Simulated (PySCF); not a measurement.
# Cu₂⁺: frontier orbitals

LC-ωPBE at R = 2.459 Å; basis Cu def2-TZVPPD; no relativity; PySCF 2.14. State: ²Σg⁺ (doublet), unpaired electrons σ ↑. Only the outer orbitals are listed.

```tsv
spin	orbital	occ.	ε (eV)	main shells (%)
α	σg	1	-14.73	80 s, 14 p
α	σu	0	-5.55	97 s
α	πu	0	-4.03	97 p
α	πu	0	-4.03	97 p
β	σg	0	-7.03	94 s
β	σu	0	-4.92	86 s, 16 p
β	πu	0	-3.25	100 p
```

**Question.** Which are the highest filled and the lowest empty level, where do they sit, and how wide is the gap?

**Answer.** Highest filled α σg at -14.73 eV (in %: 80 s, 14 p); lowest empty β σg at -7.03 eV (in %: 94 s); the gap at LC-ωPBE is 7.70 eV.

The bond order (Mayer) is 0.57. The ⟨S²⟩ is 0.776.

With d or f electrons several states lie close, and the lowest PBE0 determinant need not be the measured ground state.
